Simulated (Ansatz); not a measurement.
Steps of a relaxation of CH2BClOS, SMILES `OB(Cl)C=S` with RKS PBE-D4/def2-SVP.

```sh
$ ansatz run in.yaml --threads 2 --pin off --events-out ev --progress --plain --max-ram 4352MiB
```

```yaml
crystal:
  periodic: [false, false, false]
  atoms:
    - {symbol: O, position_ang: [0.119400, 0.355100, 1.590100]}
    - {symbol: B, position_ang: [0.194300, -0.375700, 0.342200]}
    - {symbol: Cl, position_ang: [0.510100, -2.179900, 0.422300]}
    - {symbol: C, position_ang: [0.135200, 0.326400, -1.062700]}
    - {symbol: S, position_ang: [-0.196900, 1.715200, -1.186800]}
    - {symbol: H, position_ang: [-0.892300, 0.369400, 1.804100]}
    - {symbol: H, position_ang: [0.191500, -0.278600, -1.955000]}
basis:
  gaussian: {orbitals: def2-SVP}
hamiltonian: {xc: pbe, dispersion: d4}
relax: {f_tol: 0.03, max_steps: 200}
```

Positions (Å) and forces (eV/Å) along the path, 12 of 12 steps:

```xyz
7
step=1 energy=-27126.4900 eV
O     0.119    0.355    1.590   -2.423   -1.454   -1.894
B     0.194   -0.376    0.342    0.794   -0.203    2.506
Cl    0.510   -2.180    0.422   -0.259    1.001   -0.092
C     0.135    0.326   -1.063    2.290  -12.091    1.730
S    -0.197    1.715   -1.187   -3.080   13.733   -1.227
H    -0.892    0.369    1.804    2.234    0.184   -0.184
H     0.192   -0.279   -1.955    0.444   -1.171   -0.840
7
step=2 energy=-27127.5321 eV
O     0.135    0.318    1.579   -0.911   -0.890   -1.095
B     0.204   -0.388    0.368   -0.752   -0.078    1.195
Cl    0.450   -2.179    0.424    0.152    0.601   -0.104
C    -0.034    0.290   -1.054    2.651   -5.021   -0.361
S    -0.251    1.802   -1.222   -1.189    4.960   -0.509
H    -0.828    0.385    1.827    0.971    0.233   -0.062
H     0.384   -0.297   -1.968   -0.922    0.194    0.936
7
step=3 energy=-27127.8783 eV
O     0.105    0.223    1.609   -1.786   -0.354   -0.086
B     0.114   -0.439    0.410    1.428    0.161   -0.404
Cl    0.539   -2.191    0.380   -0.247    0.410    0.010
C     0.130    0.310   -1.023   -0.545   -1.894   -1.117
S    -0.297    1.861   -1.235   -0.028    0.603    0.094
H    -0.830    0.518    1.810    1.178    0.172   -0.098
H     0.300   -0.349   -1.996    0.001    0.902    1.600
7
step=4 energy=-27128.1323 eV
O     0.059    0.178    1.601   -1.511   -0.554   -0.177
B     0.151   -0.488    0.406    0.820    0.423   -0.059
Cl    0.596   -2.224    0.374   -0.081    0.399    0.073
C     0.106    0.281   -1.005   -0.520   -1.111   -0.527
S    -0.294    1.858   -1.124    0.003    0.271    0.023
H    -0.817    0.656    1.665    1.227    0.059   -0.176
H     0.260   -0.329   -1.964    0.062    0.514    0.843
7
step=5 energy=-27128.3883 eV
O    -0.016    0.089    1.619   -1.710    0.369   -0.502
B     0.168   -0.522    0.409    0.032    0.463    0.170
Cl    0.655   -2.227    0.358    0.122    0.107    0.074
C     0.040    0.251   -0.987   -0.035    0.043    0.170
S    -0.287    1.862   -1.061   -0.054   -0.307    0.061
H    -0.755    0.793    1.542    1.710   -0.759   -0.063
H     0.256   -0.314   -1.925   -0.066    0.082    0.089
7
step=6 energy=-27128.6249 eV
O    -0.193   -0.004    1.611   -0.372    0.287   -0.610
B     0.151   -0.546    0.415   -0.067    0.010    0.218
Cl    0.792   -2.196    0.398    0.056    0.030   -0.037
C     0.018    0.245   -0.963    0.057   -0.067   -0.076
S    -0.208    1.871   -0.996   -0.086   -0.133    0.137
H    -0.636    0.867    1.420    0.418   -0.198    0.144
H     0.138   -0.304   -1.930   -0.006    0.071    0.223
7
step=7 energy=-27128.6802 eV
O    -0.218    0.005    1.586    0.011    0.002   -0.062
B     0.132   -0.566    0.418    0.013   -0.016   -0.149
Cl    0.714   -2.231    0.384    0.021   -0.090    0.035
C     0.039    0.245   -0.953    0.005   -0.119    0.220
S    -0.384    1.827   -0.949   -0.031    0.028    0.035
H    -0.493    0.930    1.372   -0.037    0.153    0.029
H     0.271   -0.277   -1.903    0.018    0.042   -0.108
7
step=8 energy=-27128.6847 eV
O    -0.201    0.018    1.570   -0.016   -0.042    0.201
B     0.135   -0.577    0.414   -0.005    0.035   -0.036
Cl    0.681   -2.256    0.390    0.003   -0.026    0.031
C     0.044    0.242   -0.941    0.038   -0.028   -0.227
S    -0.438    1.810   -0.938    0.002   -0.048    0.063
H    -0.472    0.947    1.359   -0.005    0.052   -0.041
H     0.312   -0.252   -1.901   -0.017    0.057    0.009
7
step=9 energy=-27128.6871 eV
O    -0.204    0.020    1.571    0.026   -0.040    0.037
B     0.133   -0.577    0.414    0.031   -0.081   -0.013
Cl    0.678   -2.263    0.402   -0.041    0.098    0.014
C     0.046    0.238   -0.949    0.018   -0.023   -0.001
S    -0.448    1.802   -0.920    0.001    0.002   -0.012
H    -0.463    0.953    1.351   -0.022    0.017   -0.021
H     0.319   -0.241   -1.913   -0.013    0.027   -0.004
7
step=10 energy=-27128.6875 eV
O    -0.201    0.020    1.571   -0.006    0.000    0.018
B     0.138   -0.578    0.414    0.014   -0.013   -0.005
Cl    0.675   -2.261    0.406   -0.002    0.005    0.002
C     0.051    0.239   -0.950   -0.033   -0.006   -0.005
S    -0.446    1.802   -0.918    0.009   -0.004   -0.011
H    -0.470    0.950    1.349    0.008   -0.001   -0.009
H     0.313   -0.239   -1.918    0.010    0.019    0.011
7
step=11 energy=-27128.6874 eV rejected
O    -0.200    0.020    1.571    0.004    0.001    0.020
B     0.140   -0.577    0.414   -0.017   -0.014   -0.008
Cl    0.673   -2.262    0.406    0.008   -0.001    0.003
C     0.051    0.239   -0.949   -0.015   -0.009   -0.007
S    -0.447    1.801   -0.918    0.003    0.006   -0.010
H    -0.470    0.950    1.348    0.008    0.001   -0.009
H     0.314   -0.238   -1.918    0.008    0.017    0.012
7
step=12 energy=-27128.6875 eV
O    -0.201    0.020    1.571   -0.002   -0.001    0.010
B     0.138   -0.578    0.414    0.002   -0.008   -0.002
Cl    0.675   -2.261    0.406    0.000    0.002    0.001
C     0.050    0.238   -0.950   -0.016   -0.006    0.003
S    -0.445    1.802   -0.918    0.002    0.003   -0.008
H    -0.469    0.950    1.348    0.006    0.000   -0.007
H     0.314   -0.238   -1.917    0.007    0.011    0.003
```

Run time 24 s (2 threads of an Arm Neoverse V1 on a shared host); peak host memory 0.17 GiB.
